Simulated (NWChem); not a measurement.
Species: CH4Se2; SMILES C[Se][SeH]

```xyz
7

Se    -0.4361    -0.9424     0.0080
C      1.3891    -1.6835     0.0131
H      1.2694    -2.7817     0.1081
H      1.9565    -1.2952     0.8782
H      1.9079    -1.4461    -0.9337
Se     0.0358     1.3565     0.0307
H      0.1402     1.5447    -1.4477
```
Atoms are numbered in this order, from 1.

Results from NWChem. Pople sets run with spherical d functions. Geometry: optimised at PBE-D3(BJ)/def2-SVP. Total energies compare along this basis series because the functional is fixed.

```json
[
 {"level": "Hartree-Fock/STO-3G", "basis functions": "45", "energy (Ha)": "-4786.8567", "highest occupied level (eV)": "-7.20", "orbital gap (eV)": "13.72", "dipole (D)": "1.92"},
 {"level": "Hartree-Fock/3-21G", "basis functions": "61", "energy (Ha)": "-4816.9236", "highest occupied level (eV)": "-9.30", "orbital gap (eV)": "11.42", "dipole (D)": "1.86"},
 {"level": "Hartree-Fock/6-31G*", "basis functions": "86", "energy (Ha)": "-4839.2747", "highest occupied level (eV)": "-9.29", "orbital gap (eV)": "11.25", "dipole (D)": "1.87"},
 {"level": "Hartree-Fock/6-311G**", "basis functions": "130", "energy (Ha)": "-4839.8145", "highest occupied level (eV)": "-9.29", "orbital gap (eV)": "11.24", "dipole (D)": "1.82"}
]
```
